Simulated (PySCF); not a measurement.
First SCF of a structure search on doublet GaO2, at a hand-made linear geometry. PySCF input:

```python
from pyscf import gto, scf, dft
mol = gto.M(atom='''
Ga     0.000000     0.000000     0.000000
O      0.000000     0.000000     1.740000
O      0.000000     0.000000    -1.740000''',
    basis={'Ga': 'def2-TZVP', 'O': 'def2-TZVP'},
    charge=0, spin=1)
mf = dft.UKS(mol, xc='PBE0')
mf.grids.atom_grid = (50, 194)
aux = {'Ga': 'def2-universal-JKFIT', 'O': 'def2-universal-JKFIT'}
mf = mf.density_fit(auxbasis=aux)
mf.conv_tol = 1e-08
mf.diis_space = 10
mf.max_cycle = 60
mf.init_guess = 'minao'
mf.verbose = 4
mf.kernel()
```

Excerpt of the output (cycles alone):

```
init E= -2074.33673418053
cycle= 1 E= -2074.59202480748  delta_E= -0.255  |g|= 0.888  |ddm|= 1.36
cycle= 2 E= -2073.36204564502  delta_E= 1.23  |g|= 1.98  |ddm|= 1.63
cycle= 3 E= -2074.84601367232  delta_E= -1.48  |g|= 0.171  |ddm|= 1.23
cycle= 4 E= -2074.85380771138  delta_E= -0.00779  |g|= 0.101  |ddm|= 0.141
cycle= 5 E= -2074.85678470649  delta_E= -0.00298  |g|= 0.0158  |ddm|= 0.0408
cycle= 6 E= -2074.85698146341  delta_E= -0.000197  |g|= 0.00318  |ddm|= 0.0187
cycle= 7 E= -2074.85700821499  delta_E= -2.68e-05  |g|= 0.00119  |ddm|= 0.00902
cycle= 8 E= -2074.85701038713  delta_E= -2.17e-06  |g|= 0.000335  |ddm|= 0.0026
cycle= 9 E= -2074.85701063033  delta_E= -2.43e-07  |g|= 0.000107  |ddm|= 0.00102
cycle= 10 E= -2074.85701064819  delta_E= -1.79e-08  |g|= 1.16e-05  |ddm|= 0.000317
cycle= 11 E= -2074.85701064834  delta_E= -1.47e-10  |g|= 4.48e-06  |ddm|= 2.13e-05
Extra cycle  E= -2074.85701064818  delta_E= 1.61e-10  |g|= 2.04e-05  |ddm|= 1.38e-05
converged SCF energy = -2074.85701064818  <S^2> = 0.81092785  2S+1 = 2.060027
```

No lower solution of this spin was found from smeared starts or by a stability analysis within the unrestricted form.

The search for the lowest solution, 3 starts and the stability check together, took 11 s on 4 threads of a shared Arm Neoverse V2 host, with 110 basis functions; the process peaked at 0.42 GiB. Launch command: `OMP_NUM_THREADS=4 python axn.py task.json out`.
